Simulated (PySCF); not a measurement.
Estimate the missing entries of this data sheet.

Species: C5H10O3.
SMILES: `CCC(=O)OCCO`

```csv
property,level,value
point group of the GFN2-xTB geometry,GFN2-xTB,?
"rotational constants A, B, C of the GFN2-xTB geometry",GFN2-xTB,"4.467, 1.151, 0.979 GHz"
dipole moment,CAM-B3LYP/def2-SVPD,3.43 D
HOMO energy,CAM-B3LYP/def2-SVPD,-9.19 eV
LUMO energy,CAM-B3LYP/def2-SVPD,0.96 eV
lowest singlet excitation,TDDFT CAM-B3LYP/def2-SVPD,?
strongest line among the 8 lowest singlet transitions,TDDFT CAM-B3LYP/def2-SVPD,?
lowest triplet excitation (Tamm–Dancoff),TDA CAM-B3LYP/def2-SVPD,5.57 eV
static isotropic polarisability,CAM-B3LYP/def2-SVPD,72.1 au
electronic spatial extent ⟨r²⟩ about the centre of nuclear charge,CAM-B3LYP/def2-SVPD,?
```

Gas-phase values; electronic properties from PySCF, density fitting. One conformer (not necessarily the lowest) at the GFN2-xTB geometry, without solvent, vibrations or thermal averaging.

Question: The lowest singlet excitation?

Answer: 6.06 eV (205 nm, f = 0.001).

Question: The electronic spatial extent ⟨r²⟩ about the centre of nuclear charge?

Answer: 1221 bohr².

Question: Give the strongest line among the 8 lowest singlet transitions.

Answer: S5 at 8.11 eV (153 nm, f = 0.049).

Question: What is the point group of the GFN2-xTB geometry?

Answer: C1.

The polarisability is 10.69 Å³ as a volume (1 au = 0.148185 Å³), or 1.13 au for each of the 64 electrons. The vertical singlet–triplet gap S1 − T1 is 0.49 eV (TDDFT singlet less Tamm–Dancoff triplet; S1: HOMO−1→LUMO, weight 0.48; T1: HOMO−1→LUMO, weight 0.48). The principal polarisabilities are 60.1, 71.0 and 85.3 au; their mean is the isotropic value. With B = h/(8π²I), that is 505.379 GHz u Å² over I, the principal moments of inertia are 113.1, 439.1 and 516.5 u Å² (most abundant isotopes).
